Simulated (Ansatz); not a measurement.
Geometry optimisation, RKS PBE-D4/def2-SVP (Ansatz 0.2.0).

Input file:

```yaml
crystal:
  periodic: [false, false, false]
  atoms:
    - { symbol: Zn, position_ang: [0.942299, 0.220734, -0.819197] }
    - { symbol: O, position_ang: [0.552831, -0.339791, 2.102511] }
    - { symbol: H, position_ang: [0.211634, -0.42746, 3.019538] }
    - { symbol: Cl, position_ang: [-0.58623, -0.133467, -2.2267] }
    - { symbol: O, position_ang: [2.184517, 0.662984, 0.382606] }
    - { symbol: Al, position_ang: [2.551261, -0.571397, 1.594531] }
    - { symbol: H, position_ang: [2.629146, -2.106167, 1.118101] }
    - { symbol: H, position_ang: [3.320167, -0.053986, 2.903576] }
    - { symbol: H, position_ang: [0.547873, 0.628251, 1.867435] }
basis:
  gaussian: { orbitals: def2-SVP }
hamiltonian:
  xc: pbe
  dispersion: d4
relax:
  f_tol: 0.03
  max_steps: 50
```

Run as:

```bash
$ ansatz run input.yaml --threads 4 --pin off --max-ram 5120MiB --backend cpu --events-out ev --progress --plain --runs-dir out
```

Problem. Where does it end, and by what steps?

Solution. The run converged. After 13 steps the energy has fallen by 0.279 eV; Cl4 moved furthest, 1.38 Å.

```tsv
step	energy less start (eV)	largest force component (eV/Å)	accepted
0	0.0000	0.401	yes
1	-0.0584	0.264	yes
2	-0.0811	0.803	yes
3	-0.1239	0.429	yes
4	-0.1685	0.322	yes
5	-0.2144	0.550	yes
6	-0.2349	0.562	yes
7	-0.2537	0.291	yes
8	-0.2685	0.172	yes
9	-0.2739	0.087	yes
10	-0.2775	0.043	yes
11	-0.2777	0.146	yes
12	-0.2785	0.134	yes
13	-0.2789	0.027	yes
```

```xyz
9
Properties=species:S:1:pos:R:3
Zn 0.795 0.244 -1.185
O 0.725 -0.454 2.885
H 0.902 0.199 3.591
Cl 0.249 0.346 -3.214
O 1.185 0.233 0.538
Al 2.282 -0.683 1.602
H 2.457 -2.244 1.281
H 3.432 0.177 2.329
H 0.327 0.063 2.116
```

Whether the end is a true minimum wasn't checked by a vibrational analysis.

The run took 28 s on 4 threads of Arm Neoverse V1, with other jobs on the host, peak memory 0.17 GiB.
